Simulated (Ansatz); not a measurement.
Relaxation of BClFH3O (7 atoms, charge 0, multiplicity 1), to a largest force component of 0.03 eV/Å in at most 50 steps.

Theory: RKS PBE/def2-SVP in Ansatz.

```xyz
7
Properties=species:S:1:pos:R:3:forces:R:3
B -0.108 -0.311 0.029 0.05 -0.36 0.79
Cl 0.057 -0.747 1.800 -0.09 -0.02 -0.76
O 0.942 -0.361 -0.817 -0.01 -0.01 -0.03
H 1.767 -0.624 -0.374 0.01 0.00 0.02
F -1.313 -0.007 -0.433 0.01 -0.01 0.00
H 0.168 2.028 0.478 -0.09 0.94 -1.65
H 0.213 1.739 1.138 0.13 -0.54 1.63
```

Where does it end, and by what steps?

It converged. The force dipped under the threshold on the way, but the program's further checks kept it going. After 22 steps the energy has fallen by 0.172 eV; H6 moved furthest, 1.05 Å.

| step | energy less start (eV) | largest force component (eV/Å) | accepted |
| --- | --- | --- | --- |
| 0 | 0.0000 | 1.654 | yes |
| 1 | -0.1229 | 0.588 | yes |
| 2 | -0.1484 | 0.493 | yes |
| 3 | -0.1634 | 0.286 | yes |
| 4 | -0.1670 | 0.133 | yes |
| 5 | -0.1679 | 0.062 | yes |
| 6 | -0.1681 | 0.040 | yes |
| 7 | -0.1686 | 0.015 | yes |
| 8 | -0.1690 | 0.098 | yes |
| 9 | -0.1694 | 0.067 | yes |
| 10 | -0.1695 | 0.094 | yes |
| 11 | -0.1696 | 0.131 | yes |
| 12 | -0.1703 | 0.046 | yes |
| 13 | -0.1705 | 0.014 | yes |
| 14 | -0.1707 | 0.015 | yes |
| 15 | -0.1680 | 0.330 | no |
| 16 | -0.1709 | 0.084 | yes |
| 17 | -0.1713 | 0.061 | yes |
| 18 | -0.1710 | 0.112 | no |
| 19 | -0.1715 | 0.031 | yes |
| 20 | -0.1719 | 0.036 | yes |
| 21 | -0.1716 | 0.149 | no |
| 22 | -0.1722 | 0.022 | yes |

```xyz
7
Properties=species:S:1:pos:R:3
B -0.167 -0.698 -0.097
Cl -0.003 -0.722 1.677
O 0.902 -0.701 -0.924
H 1.747 -0.713 -0.441
F -1.387 -0.678 -0.623
H 0.364 2.953 0.936
H 0.270 2.277 1.293
```

Whether the end is a true minimum wasn't checked by a vibrational analysis.

The run took 52 s on 1 thread of Arm Neoverse V1, on a shared host, peak memory 0.15 GiB.
